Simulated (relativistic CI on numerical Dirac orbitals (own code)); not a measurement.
## Kr+: sensitivity of the levels to the model

Base calculation: Dirac-Coulomb-Breit CI, KLI orbitals optimised for each configuration, a model potential for QED, valence Slater integrals scaled by 0.85, P86 correlation energy added to each configuration.

CI space (outside the closed core [Ar] 3d10): 4s²4p⁵, 4s4p⁶, 4s²4p⁴5s, 4s²4p⁴4d, 4s²4p⁴5p, 4s²4p⁴6s, 4s²4p⁴5d, 4s4p⁵4d, 4s²4p⁴6p, 4s²4p⁴4f, 4s²4p⁴6d, 4s²4p⁴5f, 4s²4p⁴5g, 4s²4p⁴6f, 4s²4p³4d², 4s²4p²4d²5s, 4s²4p²4d³, 4s²4p²4d²5p, 4s²4p²4d²6s, 4s²4p²4d²5d. Double excitations out of closed p, d and f shells are left out; levels of such configurations are missing from the list, as are those of other unlisted configurations, and high levels can miss mixing partners. These lack a partner that the ground configuration has and come out too high: 4s4p⁵4d, 4s²4p⁴6p, 4s²4p⁴4f, 4s²4p⁴6d, 4s²4p⁴5f.

The lowest level and the first level of each name with at least 55 % of one term (blank where a level has no safe partner in the second run):

```tsv
Level	Base (cm⁻¹)	Shift (cm⁻¹)
4s²4p⁵ ²P°3/2	0.0	0.0
4s²4p⁵ ²P°1/2	5297.0	+0.5
4s²4p⁴5s ⁴P5/2	116864.6	+1504.4
4s²4p⁴5s ⁴P3/2	119225.5	+1497.3
4s²4p⁴5s ⁴P1/2	121693.8	+1470.3
4s²4p⁴5s ²P3/2	122677.0	+1501.0
4s²4p⁴4d ⁴D7/2	124307.1	+600.2
4s²4p⁴4d ⁴D5/2	124589.9	+603.0
4s²4p⁴4d ⁴D3/2	125213.1	+610.3
4s²4p⁴5s ²P1/2	125253.5	+1847.7
4s²4p⁴4d ⁴D1/2	126067.9	+249.3
4s²4p⁴4d ⁴F9/2	129853.7	+568.0
4s²4p⁴4d ⁴F7/2	132004.4	+569.4
4s²4p⁴5s ²D3/2	132082.3	+1297.1
4s²4p⁴5s ²D5/2	132406.1	+1408.5
4s²4p⁴4d ⁴F5/2	133657.7	+571.7
4s²4p⁴4d ⁴F3/2	134464.5	+570.6
4s²4p⁴4d ²P1/2	135006.4	+609.6
4s²4p⁴4d ⁴P1/2	135731.0	+604.7
4s²4p⁴4d ⁴P3/2	136121.7	+597.7
4s²4p⁴4d ²F7/2	136459.1	+571.7
4s²4p⁴5p ⁴P°5/2	136760.5	+2589.1
```

For a near-neutral ion this model can misplace configurations by up to about 10,000 cm⁻¹ (more where the count of f electrons changes) and terms by 10 to 25 % of their spread. Rates follow the energies as ν³ (E1, M1) or ν⁵ (E2), so they and the lifetimes can be off by large factors. The fine structure of a lone outer electron comes out too small, for d and f at times inverted, and misplaced configurations move strength between like terms. 24 of the 28 excited levels that our extract of the measured tables holds in this range could be paired (the sources list more); they are missed by 3707 cm⁻¹ on average and 6751 at most, and levels without a partner can miss by more.

One thing was changed in a second run, which moved the levels as shown. Which?
A. no correlation estimate
B. configuration mixing switched off
C. QED terms removed
D. Breit term removed
E. self-excluded LDA correlation estimate

E. Self-excluded LDA correlation estimate. A correlation estimate moves all levels of a configuration together before mixing; mixed levels move by a weighted share.

LS names give the leading component of a level, which can be under half, so a name can repeat, a term be missing and a line seem to break the LS rules.
